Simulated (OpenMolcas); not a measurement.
# W5+: moving or changing the point charges

W5+ among 6 point charges of -1.7 e arranged as a trigonal prism (D3h), 1.91 Å from the ion, with a polar angle of 41.7° against the regular 49.1°.
```
   1.2715    0.0000    1.4253  -1.70
  -0.6357    1.1011    1.4253  -1.70
  -0.6357   -1.1011    1.4253  -1.70
   1.2715    0.0000   -1.4253  -1.70
  -0.6357    1.1011   -1.4253  -1.70
  -0.6357   -1.1011   -1.4253  -1.70
```

- Program: OpenMolcas 26.06
- Method: CASSCF
- Basis: ANO-RCC-VTZP [8s7p5d3f2g1h]
- Scalar Hamiltonian: DKH2, point nucleus
- Active space: 1 electron in 5 orbitals (5d)
- State averaging: 2S+1 = 2 even, 5 roots
- Spin-orbit coupling: RASSI with atomic mean-field integrals over the reference wave functions

Runs around this geometry, states (labels of D3, the rotations of D3h). Energies in cm-1 above the lowest state or level, χT in cm3 K/mol.

```csv
R (Å),q (e),Polar angle / regular,Ground state,First state of that spin,First gap with spin-orbit (degeneracies),χT at 300 K
1.91,-1.36,0.85,2E,2A1 12896,"7146 (2, 2)",0.143
1.91,-1.7,0.85,2E,2A1 14438,"6892 (2, 2)",0.140
2.08,-1.7,0.85,2E,2A1 13075,"7204 (2, 2)",0.144
1.91,-1.7,0.92,2E,2A1 10577,"7038 (2, 2)",0.140
```

Taking the first state of the same spin as R^-n, n = -ln(13075 / 14438) / ln(2.08 / 1.91) = 1.2 between the shortest and longest distance.

Scaling the charges by -1.36 / -1.7 = 0.80 scales the first state of the same spin by 12896 / 14438 = 0.89; with fixed orbitals a first-order splitting would follow the charge.

An orbital doublet at a regular site is open to a Jahn-Teller distortion, which this geometry leaves out. Point charges carry no covalency, so the field is a model and not that of real ligands. No measured value stands beside these numbers.
